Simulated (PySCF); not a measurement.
CH₉FN₂Si₂, SMILES N([SiH3])[Si@H](F)NC.

Geometry: B3LYP-D3(BJ)/def2-SVP. The structure was generated by enumeration; whether it is a known compound was not checked. Other conformers were not sampled.

These are PySCF with PBE/def2-TZVP values and carry that method's errors.

```json
{
 "total_energy": "-831.52622 hartree",
 "highest_occupied_level": "-5.70 eV",
 "lowest_empty_level": "-0.55 eV",
 "orbital_gap": "5.15 eV",
 "dipole_moment": "2.28 D",
 "quadrupole, principal values (traceless, Buckingham form, about the centre of nuclear charge)": "-7.13, 1.46, 5.67 D·Å",
 "mean_static_polarisability": "80.4 bohr³ (11.91 Å³)",
 "polarisability_principal_values": "69.0, 77.5, 94.7 bohr³"
}
```
